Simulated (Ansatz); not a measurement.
A single point on BH6NSeSi, SMILES `NB[SiH2][SeH]`.

```yaml
crystal:
  periodic: [false, false, false]
  atoms:
    - {symbol: N, position_ang: [-1.343157, 1.200660, -0.203842]}
    - {symbol: B, position_ang: [-0.895536, -0.097900, -0.384836]}
    - {symbol: Si, position_ang: [0.614964, -0.819196, 0.730994]}
    - {symbol: Se, position_ang: [2.464299, -1.121790, -0.598655]}
    - {symbol: H, position_ang: [-2.073170, 1.612909, -0.762736]}
    - {symbol: H, position_ang: [-0.979870, 1.824502, 0.498252]}
    - {symbol: H, position_ang: [-1.402247, -0.757905, -1.246253]}
    - {symbol: H, position_ang: [0.367026, -2.183504, 1.269874]}
    - {symbol: H, position_ang: [0.957889, 0.068244, 1.883334]}
    - {symbol: H, position_ang: [2.372902, 0.222781, -1.183231]}
basis:
  gaussian: {orbitals: def2-QZVPP}
correlation: {method: mp2}
```

```sh
$ ansatz run in.yaml --threads 4 --pin off --events-out ev --progress --plain --max-ram 10444MiB
```

It prints (some lines left out):

```
Functional definition: HF
2743 factors; integrals over basis functions are off by at most 8.2e-4 eV
mean field evaluation 1: about -75414.8690 eV, gradient 3.5e1 eV
mean field evaluation 2: about -75414.9831 eV, gradient 3.5e1 eV
mean field evaluation 4: about -75418.1857 eV, gradient 3.7e0 eV
mean field evaluation 8: about -75418.2480 eV, gradient 2.2e-1 eV
mean field evaluation 16: about -75418.2483 eV, gradient 1.9e-6 eV
mean field -75418.24834036 eV, -2771.5695061834 hartree, gradient 1.9e-6 eV, S^2 0.000000; 0 other end points of the search recorded, 0 dependent functions left out
16 core orbitals not correlated: weight in the atoms' cores, before any rotation towards them, 1.000 or more for the frozen orbitals, at most 0.000 for the correlated occupied ones
reference -75418.24834036 eV, -2771.5695061834 hartree; 17, 17 occupied and 420, 420 virtual orbitals, 2743 factors
second order -28.56952461 eV of doubles, -0.00000000 eV of singles
Total energy: -75446.81786497 eV, -2772.6194168477 hartree
```

Hardware: 4 threads of an Arm Neoverse V1 on a shared host. Wall time 22 s, peak host memory 2.5 GiB.
